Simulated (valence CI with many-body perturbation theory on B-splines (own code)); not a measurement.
Valence orbitals of Co XXII

Level of theory: configuration interaction combined with many-body perturbation theory (CI+MBPT): four valence electrons over a frozen Dirac-Fock core [He], a basis of 11 s, 11 p, 10 d, 8 f, 5 g, 2 h functions for each j, with the one-electron correlation potential Σ1 (screened to all orders), the two-electron term Σ2, the three-electron term Σ3, Breit, model QED; selected single and double excitations, second order for the rest, scaled by the run's own slope (own B-spline code, finite nucleus).

No measured spectrum was set against this ion. As an estimate, levels of excited configurations hold to 0.05 to 0.15 % of their energy, terms of the ground configuration to about 0.5 %. Among the levels kept, up to 1100 cm⁻¹ of a level comes from second order outside the variational space, and about a tenth of that is noise between levels of different J, which matters for small intervals.

These are the spectroscopic orbitals of the CI (the correlating ones are not listed), shaped by the core and the other valence electrons. h is the expectation value of the core's Dirac-Fock operator, without the valence repulsion; Σ1 is computed up to l = 3 at one energy for each symmetry, that of its lowest orbital but kept below the first core excitation, so for empty shells it is not the orbital's own correlation shift; Breit and QED include the response of the core, and the two lowest orbitals of each symmetry also the frequency dependence of Breit exchange, which makes a step in that column.

```tsv
Orbital	h (hartree)	Σ1 (cm⁻¹)	Breit (cm⁻¹)	QED (cm⁻¹)	⟨r⟩ (bohr)
2s1/2	-81.471	-1179	4583	3922	0.2382
3s1/2	-35.612	-273	1245	1097	0.5578
4s1/2	-19.834	-103	492	438	1.018
5s1/2	-12.62	-50.5	245	219	1.613
6s1/2	-8.7301	-28.5	139	125	2.345
7s1/2	-6.3964	-17.6	86.6	77.8	3.211
2p1/2	-79.566	-2639	8841	-227	0.2041
3p1/2	-35.044	-564	2361	-64.2	0.5315
4p1/2	-19.596	-212	944	-26.1	0.9979
5p1/2	-12.499	-104	472	-13.1	1.600
6p1/2	-8.6597	-58.3	269	-7.5	2.338
7p1/2	-6.3521	-36.1	168	-4.7	3.210
2p3/2	-78.85	-2480	3844	97.6	0.2067
3p3/2	-34.834	-530	1002	24.9	0.5351
4p3/2	-19.508	-200	409	9.9	1.003
5p3/2	-12.454	-97.4	204	4.9	1.606
6p3/2	-8.6337	-54.9	116	2.8	2.345
7p3/2	-6.3358	-34.0	72.6	1.8	3.218
3d3/2	-34.541	-213	67.9	-12.9	0.4615
4d3/2	-19.384	-90.1	36.7	-5.1	0.9352
5d3/2	-12.39	-46.2	20.1	-2.5	1.544
6d3/2	-8.5969	-26.7	12.1	-1.4	2.289
7d3/2	-6.3126	-16.8	7.8	-0.9	3.169
3d5/2	-34.477	-209	21.1	14.6	0.4627
4d5/2	-19.357	-88.1	11.3	6.3	0.9366
5d5/2	-12.376	-45.1	6.0	3.3	1.546
6d5/2	-8.589	-26.1	3.6	1.9	2.291
7d5/2	-6.3077	-16.4	2.3	1.2	3.171
4f5/2	-19.289	-16.6	0.3	-2.9	0.8142
5f5/2	-12.345	-9.4	0.3	-1.5	1.426
6f5/2	-8.5719	-5.7	0.2	-0.8	2.175
7f5/2	-6.297	-3.7	0.1	-0.5	3.058
4f7/2	-19.276	-16.5	0.1	2.3	0.8149
5f7/2	-12.339	-9.3	0.1	1.2	1.427
6f7/2	-8.5681	-5.7	0.0	0.7	2.175
7f7/2	-6.2946	-3.7	0.0	0.5	3.059
5g7/2	-12.328		0.0	-0.9	1.249
6g7/2	-8.5617		0.0	-0.5	1.998
7g7/2	-6.2904		0.0	-0.3	2.883
5g9/2	-12.324		0.0	0.7	1.249
6g9/2	-8.5595		0.0	0.4	1.999
7g9/2	-6.2889		0.0	0.3	2.884
6h9/2	-8.5589				1.772
6h11/2	-8.5574				1.772
```

Among the shells of the start configuration 2s2 2p2, Σ1 is largest in size for 2p1/2, where it is 0.015 % of h.

Lowest root of each symmetry, sizes in configuration state functions:

| J | Parity | Roots | Reference | Variational | Second order | Change by selected CI (cm⁻¹) | Change by second order (cm⁻¹) |
| --- | --- | --- | --- | --- | --- | --- | --- |
| 0 | even | 18 | 55 | 29359 | 134098 | -15475 | -2 |
| 1 | even | 33 | 129 | 31964 | 402587 | -14830 | -252 |
| 2 | even | 36 | 156 | 31985 | 610508 | -15489 | -367 |
| 3 | even | 21 | 128 | 32239 | 736361 | -19692 | -603 |
| 4 | even | 9 | 86 | 35639 | 650331 | -14614 | -108 |
| 5 | even | 3 | 47 | 43275 | 459160 | -15336 | -19 |
| 0 | odd | 13 | 51 | 28104 | 78100 | -19719 | -2 |
| 1 | odd | 31 | 132 | 31994 | 403270 | -18381 | -135 |
| 2 | odd | 30 | 153 | 31989 | 573488 | -9193 | -160 |
| 3 | odd | 17 | 128 | 31918 | 678364 | -17438 | -420 |
| 4 | odd | 8 | 87 | 34940 | 478787 | -21181 | -226 |
| 5 | odd | 2 | 48 | 36731 | 330090 | -26752 | -40 |
